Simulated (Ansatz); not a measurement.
A short molecular-dynamics run on n-GeGeSiH8 (SiGe2H8).

```yaml
crystal:
  periodic: [false, false, false]
  atoms:
    - {symbol: Ge, position_ang: [1.869297, -0.721525, 0.273106]}
    - {symbol: Ge, position_ang: [0.041964, 0.346137, -0.939526]}
    - {symbol: Si, position_ang: [-1.919849, 0.468649, 0.426183]}
    - {symbol: H, position_ang: [1.485064, -2.181696, 0.634930]}
    - {symbol: H, position_ang: [2.154112, 0.048970, 1.590607]}
    - {symbol: H, position_ang: [3.168492, -0.747814, -0.574958]}
    - {symbol: H, position_ang: [0.478656, 1.775530, -1.368927]}
    - {symbol: H, position_ang: [-0.260257, -0.459286, -2.234815]}
    - {symbol: H, position_ang: [-3.053219, 1.139589, -0.303491]}
    - {symbol: H, position_ang: [-1.615004, 1.251450, 1.676077]}
    - {symbol: H, position_ang: [-2.349256, -0.919994, 0.820816]}
basis:
  gaussian: {orbitals: def2-SVP}
hamiltonian: {xc: {name: BLYP}}
md: {timestep: 2 fs, n_steps: 15, ensemble: nve, temperature: 1500, initial_velocities: maxwell_boltzmann, seed: 172}
scf: {omitted_lower_state_checks: [starts]}
```

```sh
$ ansatz run in.yaml --threads 4 --pin off --events-out ev --progress --plain --max-ram 3916MiB
```

| step | time (fs) | potential energy (eV) | kinetic (eV) | T (K) | conserved (eV) |
| --- | --- | --- | --- | --- | --- |
| 0 | 0.0 | -121029.7255 | 1.7450 | 1500 | -121027.9805 |
| 1 | 2.0 | -121029.1837 | 1.2873 | 1107 | -121027.8963 |
| 2 | 4.0 | -121028.8742 | 1.0016 | 861 | -121027.8726 |
| 3 | 6.0 | -121029.1121 | 1.1556 | 993 | -121027.9566 |
| 4 | 8.0 | -121028.7141 | 0.8085 | 695 | -121027.9056 |
| 5 | 10.0 | -121028.2229 | 0.3531 | 304 | -121027.8698 |
| 6 | 12.0 | -121028.2018 | 0.3356 | 289 | -121027.8661 |
| 7 | 14.0 | -121028.6960 | 0.7924 | 681 | -121027.9036 |
| 8 | 16.0 | -121029.1266 | 1.1662 | 1002 | -121027.9604 |
| 9 | 18.0 | -121028.8233 | 0.9196 | 790 | -121027.9037 |
| 10 | 20.0 | -121028.7136 | 0.8482 | 729 | -121027.8654 |
| 11 | 22.0 | -121029.1505 | 1.1878 | 1021 | -121027.9626 |
| 12 | 24.0 | -121028.8812 | 0.9696 | 833 | -121027.9116 |
| 13 | 26.0 | -121028.4123 | 0.5414 | 465 | -121027.8709 |
| 14 | 28.0 | -121028.3740 | 0.5070 | 436 | -121027.8670 |
| 15 | 30.0 | -121028.8163 | 0.9084 | 781 | -121027.9079 |

Velocities are drawn at the set temperature; a run this short doesn't reach equilibrium. The conserved energy moves by 0.12 eV, a sign that the time step is too long.

Frames (Å, forces in eV/Å):

```xyz
11
time=0.0 fs
Ge    1.869   -0.722    0.273    0.145   -0.083    0.072
Ge    0.042    0.346   -0.940   -0.036    0.071   -0.138
Si   -1.920    0.469    0.426   -0.234    0.021    0.141
H     1.485   -2.182    0.635    0.007   -0.051    0.021
H     2.154    0.049    1.591    0.026    0.014    0.046
H     3.168   -0.748   -0.575    0.064   -0.011   -0.020
H     0.479    1.776   -1.369    0.016    0.056   -0.034
H    -0.260   -0.459   -2.235   -0.004   -0.022   -0.063
H    -3.053    1.140   -0.303    0.037   -0.030    0.041
H    -1.615    1.251    1.676   -0.029   -0.036   -0.053
H    -2.349   -0.920    0.821    0.008    0.072   -0.012
11
time=2.0 fs
Ge    1.874   -0.721    0.274   -0.946    0.060    1.179
Ge    0.040    0.344   -0.939   -0.410   -0.795    0.309
Si   -1.911    0.472    0.423    0.083    2.241   -2.058
H     1.549   -2.211    0.582   -0.159    0.046    0.176
H     2.153    0.085    1.622   -0.100   -0.349   -0.491
H     3.099   -0.803   -0.534    1.404    0.117   -0.872
H     0.402    1.733   -1.331    0.413    1.144   -0.343
H    -0.389   -0.391   -2.230    0.097   -0.180   -0.142
H    -3.085    1.117   -0.278    0.222    0.153   -0.166
H    -1.774    1.159    1.647    0.472    1.036    1.601
H    -2.408   -0.741    0.739   -1.075   -3.473    0.808
11
time=4.0 fs
Ge    1.879   -0.721    0.275   -1.177    0.002    1.426
Ge    0.037    0.341   -0.938   -0.550   -1.077    0.258
Si   -1.902    0.479    0.418   -0.184    2.128   -1.772
H     1.607   -2.238    0.536   -0.302    0.173    0.291
H     2.149    0.108    1.635   -0.138   -0.518   -0.717
H     3.083   -0.853   -0.527    1.769    0.230   -1.105
H     0.342    1.734   -1.305    0.538    1.464   -0.407
H    -0.515   -0.330   -2.231    0.258   -0.191   -0.001
H    -3.108    1.100   -0.258    0.362    0.340   -0.349
H    -1.914    1.107    1.680    0.550    1.067    1.704
H    -2.507   -0.695    0.688   -1.127   -3.617    0.672
11
time=6.0 fs
Ge    1.883   -0.721    0.277   -0.087   -0.388    0.462
Ge    0.035    0.338   -0.937   -0.443   -0.254   -0.243
Si   -1.893    0.489    0.410   -2.251   -0.190    0.735
H     1.653   -2.259    0.501   -0.390    0.294    0.350
H     2.139    0.111    1.621   -0.094   -0.453   -0.586
H     3.136   -0.895   -0.561    0.678    0.452   -0.388
H     0.302    1.792   -1.296    0.386    0.569   -0.163
H    -0.630   -0.277   -2.232    0.472   -0.136    0.222
H    -3.117    1.096   -0.252    0.482    0.418   -0.424
H    -2.033    1.095    1.777    0.684    0.224    0.067
H    -2.650   -0.788    0.663    0.561   -0.535   -0.030
11
time=8.0 fs
Ge    1.887   -0.721    0.279    0.943   -0.911   -0.822
Ge    0.032    0.335   -0.936   -0.318    0.762   -0.682
Si   -1.887    0.498    0.403   -3.550   -1.198    2.276
H     1.685   -2.269    0.479   -0.426    0.345    0.363
H     2.126    0.097    1.584    0.013   -0.151   -0.101
H     3.214   -0.919   -0.611   -0.463    0.639    0.361
H     0.277    1.871   -1.292    0.230   -0.504    0.092
H    -0.727   -0.228   -2.224    0.657   -0.114    0.352
H    -3.107    1.108   -0.262    0.533    0.412   -0.417
H    -2.127    1.092    1.878    0.894   -0.311   -1.148
H    -2.772   -0.901    0.636    1.486    1.031   -0.274
11
time=10.0 fs
Ge    1.891   -0.721    0.281    1.367   -1.311   -1.913
Ge    0.029    0.332   -0.935   -0.222    1.388   -0.780
Si   -1.886    0.506    0.399   -3.912   -1.516    2.761
H     1.700   -2.265    0.472   -0.429    0.272    0.356
H     2.113    0.077    1.543    0.141    0.287    0.577
H     3.274   -0.919   -0.647   -1.051    0.688    0.746
H     0.261    1.931   -1.285    0.163   -1.111    0.215
H    -0.799   -0.184   -2.203    0.737   -0.163    0.308
H    -3.077    1.135   -0.288    0.481    0.389   -0.381
H    -2.186    1.078    1.934    0.999   -0.461   -1.597
H    -2.836   -0.975    0.599    1.725    1.539   -0.292
11
time=12.0 fs
Ge    1.896   -0.722    0.282    1.378   -1.293   -2.393
Ge    0.025    0.330   -0.935   -0.105    1.626   -0.519
Si   -1.890    0.511    0.399   -3.741   -1.677    2.570
H     1.699   -2.251    0.478   -0.410    0.082    0.345
H     2.106    0.068    1.524    0.193    0.533    0.940
H     3.294   -0.893   -0.654   -1.174    0.623    0.828
H     0.251    1.948   -1.270    0.166   -1.242    0.220
H    -0.843   -0.146   -2.170    0.677   -0.280    0.081
H    -3.029    1.178   -0.329    0.373    0.366   -0.320
H    -2.206    1.045    1.929    0.974   -0.383   -1.508
H    -2.834   -0.990    0.551    1.670    1.646   -0.243
11
time=14.0 fs
Ge    1.902   -0.724    0.281    1.069   -0.730   -1.900
Ge    0.022    0.328   -0.935    0.039    1.496    0.028
Si   -1.900    0.515    0.403   -3.121   -1.692    1.584
H     1.682   -2.234    0.497   -0.363   -0.123    0.332
H     2.106    0.079    1.541    0.113    0.325    0.599
H     3.269   -0.842   -0.630   -0.869    0.472    0.633
H     0.247    1.918   -1.247    0.229   -0.931    0.126
H    -0.861   -0.119   -2.134    0.488   -0.440   -0.276
H    -2.967    1.235   -0.382    0.285    0.303   -0.191
H    -2.190    0.998    1.867    0.782   -0.077   -0.775
H    -2.769   -0.942    0.494    1.348    1.397   -0.159
11
time=16.0 fs
Ge    1.909   -0.726    0.280    0.219   -0.045   -0.693
Ge    0.019    0.328   -0.935    0.118    0.880    0.688
Si   -1.914    0.516    0.408   -1.775   -1.039   -0.560
H     1.651   -2.221    0.529   -0.262   -0.189    0.288
H     2.110    0.103    1.582   -0.025   -0.101   -0.072
H     3.211   -0.774   -0.581   -0.013    0.268    0.083
H     0.252    1.852   -1.218    0.364   -0.121   -0.072
H    -0.861   -0.109   -2.108    0.275   -0.580   -0.608
H    -2.893    1.303   -0.442    0.244    0.156    0.047
H    -2.143    0.948    1.775    0.397    0.538    0.957
H    -2.652   -0.840    0.430    0.457    0.232   -0.058
11
time=18.0 fs
Ge    1.915   -0.728    0.278   -1.133    0.273    0.664
Ge    0.016    0.328   -0.935    0.009   -0.150    1.158
Si   -1.930    0.515    0.413    0.279    1.466   -2.651
H     1.610   -2.216    0.572   -0.083   -0.056    0.177
H     2.113    0.123    1.619   -0.131   -0.406   -0.558
H     3.152   -0.695   -0.529    1.248    0.106   -0.719
H     0.271    1.781   -1.193    0.557    1.003   -0.333
H    -0.850   -0.120   -2.106    0.208   -0.599   -0.689
H    -2.811    1.377   -0.501    0.188   -0.070    0.360
H    -2.082    0.918    1.719    0.085    1.082    2.675
H    -2.517   -0.730    0.365   -1.226   -2.650   -0.084
11
time=20.0 fs
Ge    1.921   -0.730    0.276   -1.779    0.231    1.234
Ge    0.012    0.328   -0.934   -0.163   -0.736    1.158
Si   -1.946    0.517    0.414    1.037    3.210   -1.843
H     1.566   -2.213    0.621    0.145    0.150    0.010
H     2.111    0.127    1.635   -0.174   -0.483   -0.703
H     3.142   -0.612   -0.505    1.697    0.002   -0.987
H     0.311    1.749   -1.180    0.635    1.483   -0.482
H    -0.830   -0.155   -2.130    0.341   -0.441   -0.441
H    -2.721    1.449   -0.545    0.035   -0.292    0.626
H    -2.017    0.930    1.766    0.066    0.660    1.610
H    -2.429   -0.720    0.296   -1.840   -3.785   -0.184
11
time=22.0 fs
Ge    1.926   -0.732    0.275   -1.017    0.228    0.599
Ge    0.009    0.327   -0.933   -0.090   -0.244    0.752
Si   -1.961    0.523    0.413    0.351    0.834   -0.330
H     1.527   -2.204    0.671    0.345    0.246   -0.156
H     2.103    0.113    1.624   -0.148   -0.334   -0.515
H     3.196   -0.530   -0.518    0.693   -0.243   -0.349
H     0.376    1.774   -1.186    0.395    0.703   -0.392
H    -0.798   -0.207   -2.171    0.532   -0.172   -0.044
H    -2.629    1.509   -0.566   -0.241   -0.387    0.716
H    -1.949    0.967    1.874   -0.053   -0.107   -0.501
H    -2.412   -0.856    0.220   -0.769   -0.524    0.218
11
time=24.0 fs
Ge    1.931   -0.734    0.275   -0.095    0.295   -0.410
Ge    0.006    0.326   -0.931    0.228    0.504    0.291
Si   -1.975    0.530    0.411    0.316   -0.946    0.441
H     1.502   -2.186    0.715    0.457    0.160   -0.265
H     2.089    0.086    1.594   -0.065    0.009   -0.035
H     3.276   -0.456   -0.545   -0.449   -0.555    0.337
H     0.456    1.825   -1.206   -0.017   -0.386   -0.199
H    -0.746   -0.265   -2.214    0.625    0.083    0.286
H    -2.547    1.554   -0.559   -0.570   -0.284    0.588
H    -1.884    1.000    1.963   -0.245   -0.517   -1.613
H    -2.424   -1.012    0.152   -0.186    1.638    0.578
11
time=26.0 fs
Ge    1.935   -0.736    0.274    0.348    0.344   -1.222
Ge    0.003    0.326   -0.929    0.610    0.880   -0.008
Si   -1.988    0.536    0.410    0.616   -1.676    0.746
H     1.494   -2.161    0.749    0.476   -0.069   -0.301
H     2.073    0.059    1.562    0.033    0.416    0.550
H     3.340   -0.404   -0.559   -1.045   -0.756    0.663
H     0.535    1.862   -1.234   -0.361   -1.033   -0.038
H    -0.669   -0.320   -2.245    0.577    0.245    0.450
H    -2.487    1.589   -0.530   -0.851   -0.048    0.326
H    -1.828    1.013    1.991   -0.384   -0.647   -1.879
H    -2.443   -1.105    0.107   -0.018    2.345    0.714
11
time=28.0 fs
Ge    1.940   -0.737    0.273    0.415    0.529   -1.448
Ge    0.000    0.326   -0.927    0.947    0.926   -0.098
Si   -2.001    0.539    0.410    0.841   -1.939    0.529
H     1.505   -2.140    0.772    0.436   -0.335   -0.277
H     2.057    0.049    1.551    0.083    0.591    0.792
H     3.363   -0.380   -0.548   -1.163   -0.817    0.694
H     0.600    1.860   -1.264   -0.559   -1.208    0.060
H    -0.571   -0.366   -2.260    0.415    0.285    0.425
H    -2.459    1.622   -0.488   -0.998    0.136    0.105
H    -1.786    1.002    1.947   -0.425   -0.594   -1.521
H    -2.463   -1.109    0.089    0.007    2.427    0.739
11
time=30.0 fs
Ge    1.945   -0.739    0.270    0.121    0.856   -0.844
Ge   -0.003    0.327   -0.925    1.157    0.735    0.012
Si   -2.013    0.540    0.411    0.842   -1.716   -0.609
H     1.532   -2.131    0.783    0.385   -0.490   -0.232
H     2.045    0.061    1.570    0.069    0.369    0.447
H     3.342   -0.388   -0.510   -0.842   -0.731    0.472
H     0.644    1.811   -1.291   -0.588   -0.987    0.090
H    -0.456   -0.401   -2.258    0.187    0.201    0.234
H    -2.470    1.660   -0.442   -0.958    0.085    0.064
H    -1.761    0.967    1.844   -0.273   -0.289   -0.292
H    -2.483   -1.019    0.099   -0.099    1.967    0.658
```

Hardware: 4 threads of Arm Neoverse V1 on a shared host. Wall time 22 s.
